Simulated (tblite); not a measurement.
A tight-binding relaxation on `[SiH3]O[SiH2][GeH2][CH2][GeH3]`.

Computed with GFN2-xTB geometry optimisation, gas phase (tblite 0.8.0). Start geometry: from a force field or distance geometry. The command runs a driver script over a list of jobs; the input below is this job's line of settings and its coordinates in Å.

Command:
```bash
OMP_NUM_THREADS=1 python probes_run.py task.json out
```

Input:
```
{"job": {"kind": "relax", "xc": "GFN2-xTB", "basis": "xTB"}, "charge": 0, "multiplicity": 1}
Si     2.128800     1.519200     0.008000
O      1.142800     1.083200    -1.350000
Si     1.231500    -0.641500    -1.454500
Ge    -0.133300    -1.625300     0.130100
C     -1.960500    -0.984600    -0.010200
Ge    -2.059400     0.867800     0.568700
H      1.549800     0.983200     1.247700
H      3.507500     1.050200    -0.165500
H      2.150200     2.984700     0.118000
H      2.600200    -1.130100    -1.319800
H      0.729100    -1.039200    -2.786500
H     -0.125300    -3.168900    -0.086100
H      0.401700    -1.326700     1.569200
H     -2.288600    -1.057500    -1.075600
H     -2.623800    -1.593100     0.624800
H     -1.384000     1.005400     1.973200
H     -1.333500     1.788100    -0.445700
H     -3.541800     1.291400     0.669000
```

Output:
```
step      E/eV     max force
  0    -536.08559    3.153
  1    -536.31063    2.167
  2    -536.48269    1.199
  3    -536.53461    0.883
  4    -536.63089    0.452
  5    -536.65157    0.436
  6    -536.71263    0.342
  7    -536.72947    0.348
  8    -536.77340    0.424
  9    -536.79822    0.430
... (82 lines left out)
 92    -537.00974    0.018
 93    -537.00981    0.022
 94    -537.00988    0.017
 95    -537.00992    0.011
 96    -537.00993    0.010
 97    -537.00995    0.011
 98    -537.00997    0.013
 99    -537.01001    0.013
100    -537.01005    0.012
101    -537.01007    0.008
```

«max force» is the largest atomic force in eV/Å.

Task: From which step on does the largest force stay under 0.1 eV/Å, and how much energy is left to gain from there?

Result: From step 32 (0.092 eV/Å), 19.7 meV above the end.

Main results: energy lowered by 21.3 kcal/mol over 101 steps; largest atomic force 0.008 eV/Å at the end.

Task: Give the final coordinates.

Result: 0.537 Å rms from the input after alignment:
```
atom  x, y, z in Å
Si1    2.2213    1.7031    0.1527
O2     2.0638    0.4598   -0.8777
Si3    1.2735   -0.7962   -1.5195
Ge4   -0.1429   -1.7776    0.0608
C5    -1.9815   -1.0317    0.0724
Ge6   -1.9996    0.8758    0.5270
H7     1.4812    1.3840    1.3760
H8     3.6607    1.7927    0.3740
H9     1.6670    2.8761   -0.5211
H10    2.3311   -1.6976   -1.9726
H11    0.5041   -0.2722   -2.6530
H12   -0.3215   -3.2743   -0.1463
H13    0.3274   -1.7328    1.5007
H14   -2.4313   -1.1655   -0.9131
H15   -2.6033   -1.5786    0.7821
H16   -1.4382    1.1317    1.8895
H17   -1.2169    1.6959   -0.4481
H18   -3.4035    1.4137    0.5313
```

Task: How long does this job take on an Arm Neoverse N1 with one thread, shared host with 64 logical CPUs at a one-minute load of 58?

Result: About 1.6 s.
Labels such as C1 count atoms from 1, the log's own numbers from 0.
